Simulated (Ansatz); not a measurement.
Species: C$_{6}$H$_{13}$ (charge 0, doublet). It need not be the lowest isomer of its formula. 
Structure (B3LYP-D3(BJ)/def2-TZVP (Ansatz, a program for electronic structure) minimum search):
SMILES: [CH](C(C)CC)C
```xyz
19

C      2.5564     0.0413    -0.6473
C      1.1355     0.4573    -0.7676
C      0.0567    -0.1806     0.0438
C      0.1705     0.2202     1.5298
C     -1.3305     0.1387    -0.5319
C     -2.4844    -0.6072     0.1324
H      3.0499     0.4860     0.2310
H      3.1423     0.3430    -1.5177
H      2.6472    -1.0436    -0.5332
H      0.9056     1.3796    -1.2904
H      0.1987    -1.2704    -0.0023
H      1.1666     0.0020     1.9171
H     -0.5497    -0.3202     2.1461
H     -0.0111     1.2910     1.6505
H     -1.3184    -0.0961    -1.5999
H     -1.4990     1.2188    -0.4582
H     -2.3241    -1.6879     0.0975
H     -2.6059    -0.3239     1.1789
H     -3.4276    -0.3963    -0.3747
```
Charge 0, spin multiplicity 2.

Total electronic energies in hartree. Valence correlation only, unless marked. Open shells are spin-unrestricted. No spin-orbit coupling. Non-relativistic. CBS marks a two-point X^-3 extrapolation of the correlation energy; Hartree-Fock from the larger set. The bracket is a focal-point correction in the basis named.

| level | program | energy (Eh) |
|---|---|---|
| RI-HF/cc-pVQZ | Ansatz | -234.83426 |
| CAM-B3LYP-D3(BJ)/def2-TZVPD | Ansatz + dftd3 | -236.36390 |
| CAM-B3LYP-D4/def2-TZVPD | Ansatz + dftd4 | -236.36442 |
| CAM-B3LYP/def2-TZVPD | Ansatz | -236.35271 |
| wB97M-V/def2-TZVPD | Ansatz | … |
| wB97X-V/def2-TZVPD | Ansatz | … |
| PBE-QIDH/def2-TZVPD | Ansatz | -236.15961 |
| MP2/cc-pVDZ | Ansatz | -235.59787 |
| RI-MP2/CBS(cc-pVTZ,cc-pVQZ)+[CCSD(T)-MP2]/cc-pVTZ | Ansatz | -236.0896 |

Complete the blanks.


- wB97M-V/def2-TZVPD, energy (Eh): -236.34743
- wB97X-V/def2-TZVPD, energy (Eh): -236.43040
